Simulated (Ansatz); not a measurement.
Cl2O2W, singlet, at a GFN2-xTB geometry (such geometries of metal compounds can be far from the true shape) (core potentials on W), with bond 3-1 at 1.8 times its length; HF/def2-TZVP run with Ansatz (a program for electronic structure).

Input for Ansatz:
Ansatz 0.2 input:
```yaml
crystal:
  periodic: [false, false, false]
  atoms:
    - {symbol: W, position_ang: [0.22070827, -0.04383696, 0.07248437]}
    - {symbol: O, position_ang: [1.42106711, -0.59757683, -0.95677366]}
    - {symbol: O, position_ang: [1.11097864, 0.34692333, 2.92712194]}
    - {symbol: Cl, position_ang: [-0.53569036, 1.84374011, -0.68801677]}
    - {symbol: Cl, position_ang: [-1.43039034, -1.45323815, 0.04232223]}
basis:
  gaussian:
    orbitals: def2-TZVP
hamiltonian:
  xc: hf
```

Question: Predict the main parts of the log of this Ansatz run.

Answer: 
```
Functional definition: HF
1517 factors; their error is unknown
mean field evaluation 1: about -30856.1579 eV, gradient 1.0e2 eV
mean field evaluation 2: about -30600.9734 eV, gradient 2.7e2 eV
mean field evaluation 4: about -30855.7265 eV, gradient 1.2e2 eV
mean field evaluation 8: about -30887.0566 eV, gradient 7.6e0 eV
mean field evaluation 16: about -30887.2233 eV, gradient 9.0e-2 eV
mean field evaluation 32: about -30887.6120 eV, gradient 5.6e-5 eV
mean field evaluation 64: about -30887.3920 eV, gradient 6.6e-1 eV
mean field evaluation 96: about -30887.2697 eV, gradient 2.5e0 eV
mean field evaluation 128: about -30877.3269 eV, gradient 4.6e1 eV
mean field evaluation 160: about -30886.5946 eV, gradient 5.5e0 eV
mean field evaluation 192: about -30887.5940 eV, gradient 9.2e-1 eV
mean field evaluation 224: about -30879.2038 eV, gradient 2.4e1 eV
mean field evaluation 256: about -30880.6213 eV, gradient 6.6e0 eV
mean field evaluation 288: about -30863.0493 eV, gradient 5.2e1 eV
mean field evaluation 320: about -30887.2227 eV, gradient 1.7e-1 eV
mean field evaluation 352: about -30886.9155 eV, gradient 1.8e0 eV
mean field -30887.61203325 eV, -1135.0988058464 hartree, gradient 2.7e-5 eV, S^2 0.000000; 4 other end points of the search recorded, 0 dependent functions left out
reference -30887.61203325 eV, -1135.0988058464 hartree; 32, 32 occupied and 144, 144 virtual orbitals, 1517 factors
Total energy: -30887.61203325 eV, -1135.0988058464 hartree
```
